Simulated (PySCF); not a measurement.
F₃S, SMILES F[S](F)F (connectivity only; charge and spin as stated), charge -1, multiplicity 1.

Coordinates come from a B3LYP-D3(BJ)/def2-SVPD optimisation. The spin state was assumed, not searched. The isomer is the one that the SMILES or the coordinates give; other isomers of the formula were not compared.

Computed with SMD-ωB97X/def2-SVPD run with PySCF.

Solvation free energies are E(SMD) − E(gas) at the gas-phase geometry, for 1 M in both phases.

### Question
Rank water, tetrahydrofuran, chloroform by solvation free energy, most negative first.

### Answer
water (-56.2 kcal/mol), tetrahydrofuran (-51.3 kcal/mol), chloroform (-47.1 kcal/mol)
